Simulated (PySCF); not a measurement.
Compound: C5H12OSi2.
Numbering: `[CH2:1]=[C:2]([CH3:3])[C@H:4]1[CH2:5][SiH2:6][O:7][SiH2:8]1` (hydrogens: H9, H10 on C1; H11, H12, H13 on C3; H14 on C4; H15, H16 on C5; H17, H18 on Si6; H19, H20 on Si8)

Level: B3LYP/def2-SVPD in PySCF, non-relativistic, on one gas-phase PBE0-D3(BJ)/def2-SVP geometry that isn't relaxed in the solvent. The solvent is an IEF-PCM continuum (cavity from Bondi-type radii × 1.2), and excitations are vertical TDDFT with non-equilibrium linear response and a frozen core. The model holds no explicit solvent molecules, cavitation or dispersion.

Gas-phase singlets (H = HOMO, L = LUMO):

```
state  E (eV)  λ (nm)      f  leading configurations
   S1   5.884     211  0.006      H→L 80%, H→L+1 18%
   S2   6.133     202  0.008               H→L+2 95%
   S3   6.373     195  0.062    H→L+3 82%, H→L+1 15%
   S4   6.484     191  0.217      H→L+1 55%, H→L 16%
   S5   6.955     178  0.021    H→L+4 63%, H→L+5 31%
```

Task: How does the list change in chloroform (ε = 4.711)?

Result: 
```csv
state,E (eV),λ (nm),f,leading configurations,change by rank (eV)
S1,5.835,212,0.009,H→L 96%,-0.049
S2,6.182,201,0.009,H→L+2 96%,+0.049
S3,6.330,196,0.361,H→L+1 84%,-0.043
S4,6.470,192,0.042,H→L+3 90%,-0.014
S5,6.964,178,0.028,H→L+4 91%,+0.009
```

Task: The ground-state energy changes by -0.089 eV from gas to chloroform. By how much does the total energy of gas-phase S1 change?

Result: E(S1) = E(S0) + excitation energy, so it changes by -0.089 − 0.049 = -0.138 eV: it is lowered more than the ground state, which is what a red shift means. This is the vertical state, with the slow part of the continuum still set for S0.

Task: How do the frontier levels move from gas to chloroform?

Result: 
```json
{"orbital": "LUMO+2", "gas (eV)": "0.19", "solvent (eV)": "0.34", "change (eV)": "+0.15", "Löwdin shares, gas": "Si8 15 %, Si6 10 %, C3 9 %, C5 7 %", "Löwdin shares, solvent": "Si8 14 %, Si6 13 %, C3 8 %, C1 7 %"}
{"orbital": "LUMO+1", "gas (eV)": "-0.06", "solvent (eV)": "0.03", "change (eV)": "+0.09", "Löwdin shares, gas": "C2 24 %, C1 23 %, Si6 6 %, H9 6 %", "Löwdin shares, solvent": "C2 28 %, C1 28 %, H10 6 %, H9 6 %"}
{"orbital": "LUMO", "gas (eV)": "-0.10", "solvent (eV)": "-0.05", "change (eV)": "+0.05", "Löwdin shares, gas": "Si8 21 %, Si6 15 %, O7 12 %, H20 7 %", "Löwdin shares, solvent": "Si8 21 %, Si6 20 %, O7 16 %, H18 7 %"}
{"orbital": "HOMO", "gas (eV)": "-6.77", "solvent (eV)": "-6.68", "change (eV)": "+0.09", "Löwdin shares, gas": "C1 34 %, C2 26 %, C4 11 %, Si8 6 %", "Löwdin shares, solvent": "C1 34 %, C2 26 %, C4 11 %, Si8 6 %"}
{"orbital": "HOMO-1", "gas (eV)": "-8.19", "solvent (eV)": "-8.12", "change (eV)": "+0.07", "Löwdin shares, gas": "O7 32 %, Si6 13 %, H17 11 %, Si8 9 %", "Löwdin shares, solvent": "C5 21 %, O7 17 %, Si6 15 %, C4 8 %"}
{"orbital": "HOMO-2", "gas (eV)": "-8.32", "solvent (eV)": "-8.24", "change (eV)": "+0.08", "Löwdin shares, gas": "C5 22 %, Si6 19 %, H18 12 %, O7 10 %", "Löwdin shares, solvent": "O7 24 %, Si6 17 %, H18 14 %, Si8 10 %"}
{"orbital": "HOMO-3", "gas (eV)": "-8.75", "solvent (eV)": "-8.64", "change (eV)": "+0.11", "Löwdin shares, gas": "C4 20 %, O7 17 %, C5 11 %, C2 10 %", "Löwdin shares, solvent": "C4 21 %, O7 14 %, C5 12 %, C2 10 %"}
```

The HOMO–LUMO gap goes from 6.68 to 6.63 eV. Rows go by rank; for HOMO-2 and HOMO-1 the atom shares or the degeneracy differ between the runs, so the row needn't follow one orbital.
